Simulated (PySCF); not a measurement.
PySCF input:

```python
from pyscf import gto, scf, dft

mol = gto.M(
    atom='''
    Cs   -0.00000000   -0.00000000   -0.69879311
    Cl    0.00000000    0.00000000    2.26080125
    ''',
    basis='def2-tzvpd',
    ecp='def2-tzvp',
    charge=0,
    spin=0,
    verbose=4,
)

mf = dft.RKS(mol, xc='m06l').density_fit(auxbasis='def2-universal-jkfit')
mf.grids.level = 4
mf.conv_tol = 1e-9
mf.max_cycle = 100
mf.max_memory = 1500
mf.kernel()
if not mf.converged:
    mf = mf.newton()
    mf.kernel(mf.make_rdm1())
mf.analyze()
```

Q: What final total energy does it print?

A: -480.44434 Eh (M06-L/def2-TZVPD).
